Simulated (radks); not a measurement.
Valence configurations of the manganese ion Mn+ (all share [Ar]). All-electron calculation, Dirac Kohn-Sham, LDA (Slater exchange, Perdew-Wang correlation), spin-unpolarised, spherical densities, finite nucleus; open shells fill j = l - 1/2 first; Fermi nuclear charge, rms radius 3.7057 fm. Program: a radial shooting solver on a logarithmic mesh with Libxc functionals. Energies are relative to 3d5 4s1; eigenvalues in eV.

\begin{tabular}{lrrrrr}
valence & E (eV) & e(3d3/2) & e(3d5/2) & e(4p1/2) & e(4s1/2) \\ \hline
3d5 4s1 & 0.000 & -15.253 & -15.132 & - & -12.157 \\
3d5 4p1 & 4.758 & -16.538 & -16.416 & -8.152 & - \\
3d3 4s1 4p2 & 25.396 & -29.183 & - & -10.825 & -16.774 \\
3d4.5 4s1.5 & 1.903 & -17.770 & -17.641 & - & -12.962 \\
3d6 & -1.567 & -11.043 & -10.936 & - & - \\
3d5.5 4s0.5 & -1.114 & -13.010 & -12.896 & - & -11.372 \\
3d4 4s1 4p1 & 9.983 & -21.808 & - & -9.206 & -14.524 \\
3d3 4s2 4p1 & 19.500 & -28.024 & - & -10.293 & -16.135 \\
3d5 4s0.5 4p0.5 & 2.368 & -15.904 & -15.783 & -7.814 & -12.570 \\
3d4 4p2 & 15.357 & -23.008 & - & -9.773 & - \\
\end{tabular}

NIST lists [Ar] 3d5 4s1 as the ground configuration; this level of theory puts 3d6 lower, by 1.567 eV. The energies are those of spherical spin-averaged densities, not of single terms.
